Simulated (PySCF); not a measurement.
C4H8S.

```xyz
13

C      2.2139    -0.1867     0.0000
C      0.8181     0.4179     0.0000
C     -0.1287    -0.0125    -1.1420
S     -1.5628    -0.0674     0.0000
C     -0.1287    -0.0125     1.1420
H      2.7821     0.1275    -0.8907
H      2.7821     0.1275     0.8907
H      2.1639    -1.2882     0.0000
H      0.8847     1.5181     0.0000
H     -0.2351     0.6917    -1.9803
H      0.1070    -1.0135    -1.5384
H     -0.2351     0.6917     1.9803
H      0.1070    -1.0135     1.5384
```

Geometry optimised at ωB97X-D3(BJ)/def2-SVP.

These are HF/pcSseg-1 run with PySCF values and carry that method's errors. Non-relativistic, no solvent.

**Question.** Give the absolute GIAO shielding of each atom: isotropic value and principal components (ppm). (An estimate is asked for; the answer gives what the named calculation found.)

**Answer.** 
| atom | σ(iso) | σ11 | σ22 | σ33 | span |
|---|---|---|---|---|---|
| C1 | 168.3 | 157.0 | 158.4 | 189.5 | 32.5 |
| C2 | 156.5 | 130.2 | 166.9 | 172.3 | 42.0 |
| C3 | 156.4 | 140.2 | 145.4 | 183.5 | 43.4 |
| S4 | 584.1 | 301.2 | 499.6 | 951.4 | 650.1 |
| C5 | 156.4 | 140.2 | 145.4 | 183.5 | 43.4 |
| H6 | 30.7 | 26.3 | 27.9 | 37.9 | 11.6 |
| H7 | 30.7 | 26.3 | 27.9 | 37.9 | 11.6 |
| H8 | 30.6 | 26.6 | 29.7 | 35.5 | 8.9 |
| H9 | 28.8 | 25.7 | 28.4 | 32.2 | 6.5 |
| H10 | 29.1 | 25.0 | 26.4 | 35.8 | 10.7 |
| H11 | 28.9 | 25.7 | 27.5 | 33.5 | 7.7 |
| H12 | 29.1 | 25.0 | 26.4 | 35.8 | 10.7 |
| H13 | 28.9 | 25.7 | 27.5 | 33.5 | 7.7 |
